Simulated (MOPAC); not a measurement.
MOPAC input (PM6):

```
PM6 FORCE THERMO(298,298) PRECISE LET GEO-OK AUX(PRECISION=9) THREADS=1
H5As

As    0.00000007 1    0.00000021 1   -0.00000000 1
H     0.00662509 1   -0.00056608 1    1.54547616 1
H    -0.00662505 1    0.00056604 1   -1.54547616 1
H     1.51198287 1    0.00082698 1   -0.00648120 1
H    -0.75670563 1    1.30901398 1    0.00372327 1
H    -0.75527791 1   -1.30984175 1    0.00275793 1
```

From the output:

```
     H    6   2.608193   0.350284   0.350284   0.112066   0.112062   2.915464

          HEAT OF FORMATION =     102.144679 KCALS/MOLE

          ZERO POINT ENERGY      24.509 KCAL/MOL

           NORMAL COORDINATE ANALYSIS (Total motion = 1 Angstrom)

   Root No.       1         2         3         4         5         6         7         8

                 1 E'      1 E'      2 E'      2 E'      1 A2"     1 E"      1 E"      1 A1'

                 621.4     621.4     898.9     898.9     974.2    1215.4    1215.4    1944.1

           1    0.0000    0.0000   -0.0000   -0.0000   -0.0133    0.0000   -0.0000   -0.0000
           2    0.0001    0.0003   -0.0065   -0.0103    0.0000    0.0000   -0.0000    0.0000
           3    0.0003   -0.0001   -0.0108    0.0062    0.0000    0.0000   -0.0000    0.0000
           4   -0.0000   -0.0000    0.0000    0.0000    0.0412    0.0000   -0.0000    0.3083
           5   -0.0779   -0.1953    0.1349    0.2146   -0.0000    0.2109   -0.0273   -0.0000
           6   -0.2010    0.0757    0.2247   -0.1288   -0.0000   -0.0261   -0.2200   -0.0000
           7   -0.0000   -0.0000    0.0000    0.0000    0.0412   -0.0000    0.0000   -0.3083
           8   -0.0779   -0.1953    0.1349    0.2146    0.0000   -0.2109    0.0273    0.0000
           9   -0.2010    0.0757    0.2247   -0.1288    0.0000    0.0261    0.2200    0.0000
          10    0.0000   -0.0000    0.0000    0.0000    0.3014    0.2875   -0.0372   -0.0000
          11   -0.0101   -0.0252    0.0119    0.0189   -0.0000   -0.0000    0.0000   -0.1278
          12    0.2800   -0.1054    0.2175   -0.1247   -0.0000   -0.0000    0.0000   -0.0000
          13    0.0000    0.0000    0.0000    0.0000    0.3014   -0.1746   -0.2411   -0.0000
          14    0.2114    0.1478    0.1865    0.1114   -0.0000    0.0000    0.0000    0.0639
          15    0.1019    0.1097    0.1206    0.0421   -0.0000    0.0000    0.0000   -0.1107
          16    0.0000    0.0000    0.0000    0.0000    0.3014   -0.1129    0.2783    0.0000
          17   -0.0536    0.2476    0.0153    0.2096   -0.0000    0.0000   -0.0000    0.0639
          18   -0.0008   -0.1477    0.0178   -0.1214   -0.0000    0.0000   -0.0000    0.1107

   Root No.       9        10        11        12

                 2 A2"     3 E'      3 E'      2 A1'

                2057.8    2230.9    2230.9    2234.9

           1   -0.0094   -0.0000   -0.0000    0.0000
           2    0.0000   -0.0079   -0.0019    0.0000
           3    0.0000    0.0019   -0.0080    0.0000
           4    0.4222   -0.0000   -0.0000    0.1465
           5   -0.0000   -0.0440   -0.0107    0.0000
           6   -0.0000    0.0105   -0.0446    0.0000
           7    0.4222   -0.0000   -0.0000   -0.1465
           8   -0.0000   -0.0440   -0.0107   -0.0000
           9   -0.0000    0.0105   -0.0446   -0.0000
          10   -0.0487    0.0000    0.0000    0.0000
          11    0.0000    0.4507    0.1093    0.2357
          12    0.0000   -0.0000    0.0001    0.0000
          13   -0.0487    0.0000    0.0000   -0.0000
          14    0.0000    0.1594   -0.1703   -0.1178
          15    0.0000   -0.2760    0.2951    0.2041
          16   -0.0487    0.0000    0.0000   -0.0000
          17    0.0000    0.0660    0.2250   -0.1178
          18    0.0000    0.1142    0.3898   -0.2041

           MASS-WEIGHTED COORDINATE ANALYSIS (NORMAL COORDINATES)

   Root No.       1         2         3         4         5         6         7         8

                 1 E'      1 E'      2 E'      2 E'      1 A2"     1 E"      1 E"      1 A1'

                 621.4     621.4     898.9     898.9     974.2    1215.4    1215.4    1944.1

           1    0.0000    0.0000   -0.0000   -0.0000   -0.2129    0.0000   -0.0000   -0.0000
           2    0.0020    0.0051   -0.1101   -0.1898    0.0000    0.0000   -0.0000    0.0000
           3    0.0051   -0.0020   -0.1898    0.1101    0.0000    0.0000   -0.0000    0.0000
           4   -0.0000   -0.0000    0.0000    0.0000    0.0766    0.0000   -0.0000    0.6306
           5   -0.1622   -0.4199    0.2648    0.4566   -0.0000    0.4528   -0.0628   -0.0000
           6   -0.4199    0.1622    0.4566   -0.2648   -0.0000   -0.0628   -0.4528   -0.0000
           7   -0.0000   -0.0000    0.0000    0.0000    0.0766   -0.0000    0.0000   -0.6306
           8   -0.1622   -0.4199    0.2648    0.4566    0.0000   -0.4528    0.0628    0.0000
           9   -0.4199    0.1622    0.4566   -0.2648    0.0000    0.0628    0.4528    0.0000
          10    0.0000   -0.0000    0.0000    0.0000    0.5606    0.6171   -0.0856   -0.0000
          11   -0.0210   -0.0543    0.0233    0.0402   -0.0000   -0.0000    0.0000   -0.2613
          12    0.5849   -0.2259    0.4419   -0.2563   -0.0000   -0.0000    0.0000   -0.0000
          13    0.0000    0.0000    0.0000    0.0000    0.5606   -0.3826   -0.4916   -0.0000
          14    0.4409    0.3182    0.3720    0.2406   -0.0000    0.0000    0.0000    0.1306
          15    0.2124    0.2360    0.2415    0.0924   -0.0000    0.0000    0.0000   -0.2263
          16    0.0000    0.0000    0.0000    0.0000    0.5606   -0.2344    0.5772    0.0000
          17   -0.1126    0.5320    0.0241    0.4424   -0.0000    0.0000   -0.0000    0.1306
          18   -0.0014   -0.3175    0.0397   -0.2555   -0.0000    0.0000   -0.0000    0.2263

   Root No.       9        10        11        12

                 2 A2"     3 E'      3 E'      2 A1'

                2057.8    2230.9    2230.9    2234.9

           1   -0.1331   -0.0000   -0.0000    0.0000
           2    0.0000   -0.1190   -0.0266    0.0000
           3    0.0000    0.0266   -0.1190    0.0000
           4    0.6939   -0.0000   -0.0000    0.3200
           5   -0.0000   -0.0767   -0.0171    0.0000
           6   -0.0000    0.0171   -0.0767    0.0000
           7    0.6939   -0.0000   -0.0000   -0.3200
           8   -0.0000   -0.0767   -0.0171   -0.0000
           9   -0.0000    0.0171   -0.0767   -0.0000
          10   -0.0801    0.0000    0.0000    0.0000
          11    0.0000    0.7860    0.1754    0.5148
          12    0.0000   -0.0000    0.0002    0.0000
          13   -0.0801    0.0000    0.0000   -0.0000
          14    0.0000    0.2726   -0.2964   -0.2574
          15    0.0000   -0.4719    0.5136    0.4459
          16   -0.0801    0.0000    0.0000   -0.0000
          17    0.0000    0.1207    0.3842   -0.2574
          18    0.0000    0.2087    0.6655   -0.4459

          DESCRIPTION OF VIBRATIONS

 VIBRATION          2    1E'         ATOM PAIR     ENERGY CONTRIBUTION    RADIAL
 FREQUENCY           621.42         As1 -- H 6         +27.9% ( 60.0%)      0.0%
 TRANSITION DIPOLE   1.2356         As1 -- H 2         +26.2% ( 58.1%)      0.0%
 TRAVEL (Ang.)       0.6473         As1 -- H 3         +26.2% ( 58.1%)      0.0%
 REDUCED MASS        0.2590         As1 -- H 5         +13.2% ( 41.3%)      1.6%
 EFFECTIVE MASS      1.0089
 FORCE CONSTANT      0.0589

 VIBRATION          4    2E'         ATOM PAIR     ENERGY CONTRIBUTION    RADIAL
 FREQUENCY           898.87         As1 -- H 3         +32.0% ( 49.2%)      0.0%
 TRANSITION DIPOLE   1.3544         As1 -- H 2         +32.0% ( 49.2%)      0.0%
 TRAVEL (Ang.)       0.4290         As1 -- H 6         +19.7% ( 38.5%)      0.0%
 REDUCED MASS        0.4077         As1 -- H 4          +8.1% ( 24.8%)     28.3%
 EFFECTIVE MASS      2.1411
 FORCE CONSTANT      0.1941

 VIBRATION          5    1A2"        ATOM PAIR     ENERGY CONTRIBUTION    RADIAL
 FREQUENCY           974.20         As1 -- H 5         +30.5% ( 56.6%)      0.0%
 TRANSITION DIPOLE   1.8438         As1 -- H 4         +30.5% ( 56.6%)      0.0%
 TRAVEL (Ang.)       0.3911         As1 -- H 6         +30.5% ( 56.6%)      0.0%
 REDUCED MASS        0.4526         As1 -- H 2          +4.3% ( 21.1%)    100.0%
 EFFECTIVE MASS      2.0339
 FORCE CONSTANT      0.2531

 VIBRATION          7    1E"         ATOM PAIR     ENERGY CONTRIBUTION    RADIAL
 FREQUENCY          1215.35         As1 -- H 6         +37.8% ( 45.0%)      0.0%
 TRANSITION DIPOLE   0.0000         As1 -- H 5         +27.4% ( 38.3%)      0.0%
 TRAVEL (Ang.)       0.4630         As1 -- H 3         +17.0% ( 30.1%)      0.0%
 REDUCED MASS        0.2588         As1 -- H 2         +17.0% ( 30.1%)      0.0%
 EFFECTIVE MASS      1.0079
 FORCE CONSTANT      0.2252

 VIBRATION          8    1A1'        ATOM PAIR     ENERGY CONTRIBUTION    RADIAL
 FREQUENCY          1944.11         As1 -- H 2         +38.3% ( 65.3%)    100.0%
 TRANSITION DIPOLE   0.0000         As1 -- H 3         +38.3% ( 65.3%)    100.0%
 TRAVEL (Ang.)       0.3229         As1 -- H 4          +7.8% ( 29.5%)    100.0%
 REDUCED MASS        0.3328         As1 -- H 5          +7.8% ( 29.5%)    100.0%
 EFFECTIVE MASS      1.0079
```
